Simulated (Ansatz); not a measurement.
## Heat of formation of RbBr (SMILES [Br][Rb]) from total energies

RbBr: 2 atoms, total charge 0, spin state singlet. SMILES: `[Br][Rb]`. Geometry: the measured bond length.

```csv
atom,x (Å),y (Å),z (Å)
Br,0.0000,0.0000,0.0000
Rb,0.0000,0.0000,2.9447
```

Total energies at HF/def2-TZVP (core potential) (Ansatz 0.2.0); the atoms run unrestricted:

```tsv
species	state	energy (Eh)
RbBr	singlet	-2596.308420
Br	doublet	-2572.398101
Rb	doublet	-23.802564
```

Harmonic wavenumbers at PBE/Sapporo-QZP, in cm⁻¹: 164.

Measured heats of formation of the gaseous atoms at 298.15 K, in kJ/mol: Br 111.9, Rb 80.9. Spin-orbit lowering of the atoms at 298 K (mean of the ground term's levels less their thermal mean, from spectra), in kJ/mol: Br 14.69. Take 1 Eh = 2625.50 kJ/mol, 1 cm⁻¹ = 0.0119627 kJ/mol, RT = 2.479 kJ/mol.

Question: What heat of formation follows?

Answer: 
1. Electronic atomisation energy: (-2572.398101) + (-23.802564) − (-2596.308420) = 0.107755 Eh = 282.9 kJ/mol.
2. Zero-point energy: half the sum of the wavenumbers, 82 cm⁻¹ = 1.0 kJ/mol.
3. Thermal vibrational enthalpy, Σ hcν̃/(exp(hcν̃/kT) − 1): 1.6 kJ/mol. Translation, rotation and pV of a linear molecule: 3.5 RT = 8.7 kJ/mol.
4. The 2 free atoms carry 5/2 RT each: 12.4 kJ/mol.
5. Spin-orbit coupling lowers the free atoms by 14.69 = 14.7 kJ/mol.
6. Atomisation enthalpy at 298 K: 282.9 − 14.7 − 1.0 − 1.6 − 8.7 + 12.4 = 269.3 kJ/mol.
7. Sum of the atoms' heats of formation: 192.8 kJ/mol. Heat of formation: 192.8 − 269.3 = -76.5 kJ/mol.

No measured value is set beside it here. Hartree–Fock leaves out correlation, which is larger in the molecule than in the atoms, so it underbinds and puts the heat of formation too high. Anharmonicity and any spin-orbit splitting of the molecule are left out.
